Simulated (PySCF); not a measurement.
B(AsH2)(Me)2 (C₂H₈AsB), SMILES CB(C)[AsH2]. Coordinates come from a PBE0-D3(BJ)/def2-SVP optimisation. The structure was generated by enumeration, and PubChem lists no compound with its InChIKey, so it may never have been made.

Computed equilibrium geometry at PBE0-D3(BJ)/def2-SVP (PySCF confirms it by a frequency run) as Cartesian coordinates in Å:
```xyz
12

B      0.7204     0.6094    -0.2222
As    -0.7809    -0.6651     0.2673
H     -0.2959    -1.8642    -0.5297
H     -1.7899    -0.1988    -0.7689
C      0.3791     2.0890    -0.6129
H      1.1515     2.8118    -0.3035
H     -0.6107     2.4464    -0.2931
H      0.3718     2.1037    -1.7210
C      2.2104     0.1441    -0.0719
H      2.8675     0.6259    -0.8149
H      2.3815    -0.9416    -0.0832
H      2.5540     0.5199     0.9120
```
